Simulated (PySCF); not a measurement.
C2H5F3SSi.
SMILES: `F[SiH2]SCC(F)F`

Jobs on this species (12 atoms, 74 electrons) with PySCF (density fitting). Hardware of each: an Arm Neoverse V2 with one thread, no GPU (shared host). Other jobs ran on the host; a repeat could differ by tens of per cent or more. Peak memory is the resident size of the whole Python process, interpreter and libraries included.

```csv
level and settings,work,basis functions,SCF cycles,wall time,peak memory
"delta-SCF UKS HF, pcX-2 on the ionised atom, pcseg-1 elsewhere, spin-free X2C","ΔSCF core ionisation, 8 holes",173,?,?,?
"PBE0-D3(BJ)/def2-SVP, grid level 1",geometry optimisation from a GFN2-xTB start shaken at random,131,?,?,?
"delta-SCF UKS PBE0, pcX-2 on the ionised atom, pcseg-1 elsewhere, spin-free X2C","ΔSCF core ionisation, 8 holes",173,111,84 s,0.76 GiB
"delta-SCF UKS SCAN, pcX-2 on the ionised atom, pcseg-1 elsewhere, non-relativistic","ΔSCF core ionisation, 8 holes",173,126,52 s,0.72 GiB
"delta-SCF UKS B3LYP, pcX-2 on the ionised atom, pcseg-1 elsewhere, spin-free X2C","ΔSCF core ionisation, 8 holes",173,112,85 s,0.77 GiB
"delta-SCF UKS SCAN, def2-TZVP on the ionised atom, pcseg-1 elsewhere, spin-free X2C","ΔSCF core ionisation, 8 holes",150,125,49 s,0.56 GiB
"delta-SCF UKS SCAN, pcX-1 on the ionised atom, pcseg-1 elsewhere, spin-free X2C","ΔSCF core ionisation, 8 holes",153,124,43 s,0.56 GiB
"delta-SCF UKS PBE, pcX-2 on the ionised atom, pcseg-1 elsewhere, spin-free X2C","ΔSCF core ionisation, 8 holes",173,123,38 s,0.63 GiB
"delta-SCF UKS SCAN, pcX-2 on the ionised atom, pcseg-1 elsewhere, spin-free X2C","ΔSCF core ionisation, 8 holes",173,128,63 s,0.60 GiB
```

**Question.** Fill in the missing figures.

**Answer.** 
- delta-SCF UKS HF, pcX-2 on the ionised atom, pcseg-1 elsewhere, spin-free X2C; ΔSCF core ionisation, 8 holes: 54 s, 0.66 GiB, 106 SCF cycles
- PBE0-D3(BJ)/def2-SVP, grid level 1; geometry optimisation from a GFN2-xTB start shaken at random: 53 s, 0.55 GiB, 48 SCF cycles

**Question.** What do all jobs in the table cost together?

**Answer.** About 8.7 min; the longest takes about 16 % of that, and about 2.2 times as long as the shortest.
